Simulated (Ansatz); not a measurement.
Pulling on the Ge1–H4 bond in GeH4O2 (SMILES [OH][GeH2][OH]) (multiplicity 1 held, fragments rigid). Energies count from the point at 1.534 Å.
Geometry at that point (charge 0, multiplicity 1):
```xyz
7

Ge     0.33884    -0.06566     0.00760
O     -0.42944     1.43258     0.60497
O     -0.90670    -1.17365    -0.63493
H      1.02668    -0.63794     1.25326
H      1.24372     0.19796    -1.20236
H     -0.88343     1.92366    -0.08772
H     -1.54067    -1.45390     0.03337
```

R- and RO- levels are restricted; in cc, def2 and unpolarised 6-31G sets they are followed outwards from rest. Active spaces are followed from a long bond inwards. Levels need not reach the same state.

Correlated levels freeze the cores. Filled d and f shells under p-block atoms count as core.

Programs: Ansatz (a program for electronic structure). Each number belongs to the level named beside it.

### Question
Give the energy at R = 4.908 Å at the level FIC-MRCISD on CASSCF(2,2)/cc-pVTZ.

### Answer
373 kJ/mol

### Question
Predict the energy at R = 4.908 Å from R-r2SCAN/cc-pVTZ.

### Answer
510 kJ/mol

### Question
Give the energy at R = 4.908 Å at the level FIC-MRCISD+Q on CASSCF(2,2)/cc-pVTZ.

### Answer
380 kJ/mol

Doubts at one or more of the structures used: a restricted determinant that unrestricted orbitals would lower (R-r2SCAN/cc-pVTZ).
